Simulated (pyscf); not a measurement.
**Routes from cyclic C₂H₄Si (SMILES C1=C[SiH2]1)**

Candidate steps break at most two bonds and form at most two. Each was searched with GFN2-xTB (tblite) first. Optimised with ωB97X-D3(BJ)/def2-SVP in PySCF. Correlated levels are frozen-core, on RHF or UHF. ΔMP2 is the change of the MP2 total energy from the triple- to the quadruple-zeta basis. Energies: CCSD(T)/def2-TZVPP + ΔMP2(QZVPP), kJ/mol, from the reactant's lowest minimum found, singlet surface; ΔG‡ with ideal gas, 1 atm, RRHO with modes under 100 cm⁻¹ raised to 100, one conformer, R ln 2 for chiral ones without a mode under 150 cm⁻¹.

```tsv
products	type	ΔE‡	ΔE	ΔG‡ 298 K	ΔG‡ 900 K	ν‡ (cm⁻¹)
H₂C=CH–SiH: [singlet]	rearrangement	166.4	+30.1	152.8	143.5	851i
cyclic C₂H₄Si (SMILES C1=C[SiH2]1)	concerted two-bond exchange	347.5	0.0	322.7	308.5	1043i
```

Plain bond fissions and candidates not yet searched are not listed, and one of them may be faster. Each barrier is that of the saddle found; lower ones may exist. The CCSD(T) − MP2 part came from Ansatz, without density fitting, on the same reference.
